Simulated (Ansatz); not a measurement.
A structure relaxed at PBE-D4/def2-SVP in Ansatz, charge 0, singlet:

```xyz
8

Si    0.387   -1.031   -0.526
Si    2.360    0.253   -1.251
Si   -1.807   -1.003    0.348
Si   -1.384   -2.134   -1.552
Si    0.495   -0.275    1.803
Te   -2.051    0.204    2.464
Te    0.525    2.029   -1.952
Te    1.475    1.957    0.666
```

(1) Give its formula.

(2) Summarise the bond lengths by kind (pairs closer than 1.2 times the sum of covalent radii, bridged metal pairs left out).

Results:

(1) the cluster Si5Te3.

(2) 5 × Si–Si 2.25 to 2.46 Å; 5 × Si–Te 2.45 to 2.71 Å; 1 × Te–Te 2.79 Å.

In the def2 sets Te takes a core potential; there is no spin–orbit coupling. Another isomer (singlet) lies 1.34 eV lower at PBE0-D4/def2-TZVP; other spin states weren't run for this one.
